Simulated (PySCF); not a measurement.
Gas-phase reaction: 2 GeH2Cl2 ⇌ GeHCl3 + GeH2 + HCl

Energies from PySCF (xtb for GFN2), thermal terms from the rigid-rotor harmonic-oscillator model, ideal gas at 1 bar. † marks an energy on the PBE0/def2-TZVP geometry and frequencies; other levels use their own. CCSD(T) freezes the core. All species are closed-shell singlets. B3LYP is the form with VWN-RPA correlation. Ge: all electrons, no relativistic terms. GeH2: computed as isolated molecules; such fragments, hydroxides, amides, oligomers or adducts are transient or little studied in the gas. CCSD(T) isn't extrapolated to the basis-set limit.

B3LYP/def2-TZVP† gives ΔH°(298 K) = 213 kJ.

**Question.** What do CCSD(T)/def2-SVP†, PBE0/def2-TZVP, GFN2-xTB give?

**Answer.** CCSD(T)/def2-SVP†: 218 kJ; PBE0/def2-TZVP: 237 kJ; GFN2-xTB: 187 kJ. For scale, ΔH°(298 K) is 213 kJ at this level, 226 kJ at ωB97M-V/def2-TZVP†, and runs from 187 to 257 kJ over the 20 levels computed.
